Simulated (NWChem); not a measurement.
# C$_{2}$H$_{9}$NSi; SMILES CN[SiH2]C

```xyz
13

Si    -0.6191    -0.6367     0.1353
C      0.9243    -1.6702    -0.1313
N     -0.3834     1.0017    -0.3876
C      0.5725     1.9219     0.1779
H     -1.7602    -1.1525    -0.6831
H     -1.0026    -0.7667     1.5861
H      1.7666    -1.3026     0.4758
H      1.2304    -1.6541    -1.1883
H      0.7378    -2.7151     0.1637
H     -1.1848     1.4574    -0.8092
H      0.2045     2.4730     1.0665
H      1.4801     1.3816     0.4918
H      0.8989     2.6713    -0.5635
```
Atoms are numbered in this order, from 1.

All runs: NWChem. All runs use the structure optimised with PBE0/def2-SVP.

What does the run give for PBE/def2-TZVP? Quantities: highest occupied level (eV); orbital gap (eV); dipole (D).

highest occupied level (eV): -5.25
orbital gap (eV): 5.29
dipole (D): 0.90
